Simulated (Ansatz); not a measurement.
Geometry optimisation, RKS PBE-D4/def2-SVP (Ansatz).

Input file:

```yaml
crystal:
  periodic: [false, false, false]
  atoms:
    - { symbol: Hf, position_ang: [0.0, 0.0, 0.0] }
    - { symbol: F, position_ang: [0.0, 0.0, 2.33] }
    - { symbol: F, position_ang: [1.8671, 0.0, -0.6593] }
    - { symbol: Cl, position_ang: [-1.1869, 2.0563, -0.8392] }
    - { symbol: Cl, position_ang: [-1.1869, -2.0563, -0.8392] }
    - { symbol: P, position_ang: [-2.7236, 0.0, 0.905] }
    - { symbol: H, position_ang: [-3.49, -0.8853, 0.1017] }
    - { symbol: H, position_ang: [-2.7734, -0.4268, 2.2584] }
    - { symbol: H, position_ang: [-1.3038, 0.0, 2.1547] }
basis:
  gaussian: { orbitals: def2-SVP }
hamiltonian:
  xc: pbe
  dispersion: d4
relax:
  f_tol: 0.15
  max_steps: 25
  restrain:
    - { distance: [0, 5], at: 3.77, k: 30.0 }
    - { distance: [8, 1], at: 2.12, k: 30.0 }
    - { distance: [0, 1], at: 1.98, k: 30.0 }
    - { distance: [8, 5], at: 1.42, k: 30.0 }
```

Command:

```bash
$ ansatz run input.yaml --threads 4 --pin off --max-ram 5120MiB --backend cpu --events-out ev --progress --plain --runs-dir out
```

Where does it end, and by what steps?

The run converged. The restraints hold the end off the free minimum; the threshold counts their pulls, which the force column leaves out. Restrained pairs: Hf1–P6 (2.87 → 3.77 Å), F2–H9 (1.32 → 2.13 Å), Hf1–F2 (2.33 → 1.95 Å), P6–H9 (1.89 → 1.43 Å). After 16 steps the energy has fallen by 4.355 eV (the restraints' own energy left out); P6 moved furthest, 0.99 Å.

```json
{"step": "0", "energy less start (eV)": "0.0000", "largest force component (eV/Å)": "2.639", "accepted": "yes"}
{"step": "1", "energy less start (eV)": "-0.1366", "largest force component (eV/Å)": "4.844", "accepted": "yes"}
{"step": "2", "energy less start (eV)": "-0.8808", "largest force component (eV/Å)": "5.813", "accepted": "yes"}
{"step": "3", "energy less start (eV)": "-2.2672", "largest force component (eV/Å)": "4.423", "accepted": "yes"}
{"step": "4", "energy less start (eV)": "-3.6783", "largest force component (eV/Å)": "1.403", "accepted": "yes"}
{"step": "5", "energy less start (eV)": "-4.1502", "largest force component (eV/Å)": "0.982", "accepted": "yes"}
{"step": "6", "energy less start (eV)": "-4.2992", "largest force component (eV/Å)": "0.897", "accepted": "yes"}
{"step": "7", "energy less start (eV)": "-4.3142", "largest force component (eV/Å)": "0.842", "accepted": "yes"}
{"step": "8", "energy less start (eV)": "-4.3270", "largest force component (eV/Å)": "0.842", "accepted": "yes"}
{"step": "9", "energy less start (eV)": "-4.3364", "largest force component (eV/Å)": "0.860", "accepted": "yes"}
{"step": "10", "energy less start (eV)": "-4.3416", "largest force component (eV/Å)": "0.845", "accepted": "yes"}
{"step": "11", "energy less start (eV)": "-4.3401", "largest force component (eV/Å)": "0.881", "accepted": "no"}
{"step": "12", "energy less start (eV)": "-4.3438", "largest force component (eV/Å)": "0.853", "accepted": "yes"}
{"step": "13", "energy less start (eV)": "-4.3451", "largest force component (eV/Å)": "0.863", "accepted": "yes"}
{"step": "14", "energy less start (eV)": "-4.3463", "largest force component (eV/Å)": "0.870", "accepted": "yes"}
{"step": "15", "energy less start (eV)": "-4.3491", "largest force component (eV/Å)": "0.851", "accepted": "yes"}
{"step": "16", "energy less start (eV)": "-4.3548", "largest force component (eV/Å)": "0.849", "accepted": "yes"}
```

```xyz
9
Properties=species:S:1:pos:R:3
Hf 0.087 -0.083 -0.037
F 0.281 0.143 1.893
F 1.866 -0.079 -0.701
Cl -0.956 1.753 -1.072
Cl -0.817 -2.158 -0.674
P -3.232 0.117 1.741
H -3.086 -0.049 0.317
H -3.104 -1.296 1.987
H -1.836 0.340 1.958
```

Run time: 42 s on 4 threads of Arm Neoverse V1, with other jobs on the host, peak memory 0.2 GiB.
